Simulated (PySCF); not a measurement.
CsF, SMILES [F][Cs].

Geometry: PBE0-D3(BJ)/def2-TZVPD. The def2 effective core potentials stand for the cores of Cs; spin–orbit coupling is left out.

The numbers are results of PySCF with TDDFT-CAM-B3LYP/def2-TZVPD, not measurements.

Vertical excitations; the highest root listed may be one member of a degenerate set. The molecule is in vacuum. State labels are in the subgroup C2v.

```
state  symmetry  energy (eV)  λ (nm)      f                                     main pairs
-----  --------  -----------  ------  -----  ---------------------------------------------
S1           A1         5.15     241  0.025                                 HOMO→LUMO 82 %
S2           B1         5.45     227  0.005                   HOMO−2→LUMO (degenerate set)
S3           B2         5.45     227  0.005                   HOMO−1→LUMO (degenerate set)
S4           B1         6.45     192  0.001                   HOMO→LUMO+1 (degenerate set)
S5           B2         6.45     192  0.001                   HOMO→LUMO+2 (degenerate set)
S6           A1         6.55     189  0.019               HOMO→LUMO+3 71 %, HOMO→LUMO 13 %
S7           A1         6.73     184  0.000  HOMO−2→LUMO+1, HOMO−1→LUMO+2 (degenerate set)
S8           A2         6.73     184  0.000  HOMO−1→LUMO+1, HOMO−2→LUMO+2 (degenerate set)
S9           A1         6.74     184  0.005         HOMO−1→LUMO+2 44 %, HOMO−2→LUMO+1 44 %
S10          A2         6.76     183  0.000         HOMO−2→LUMO+2 43 %, HOMO−1→LUMO+1 43 %
T1           A1         5.11     243      0                                 HOMO→LUMO 82 %
T2           B2         5.43     228      0    HOMO−1→LUMO, HOMO−1→LUMO+3 (degenerate set)
T3           B1         5.43     228      0    HOMO−2→LUMO, HOMO−2→LUMO+3 (degenerate set)
T4           B2         6.45     192      0                               HOMO→LUMO+2 88 %
```
Triplets are in the Tamm–Dancoff approximation, which puts them higher than full response would, so one can lie above its singlet here.
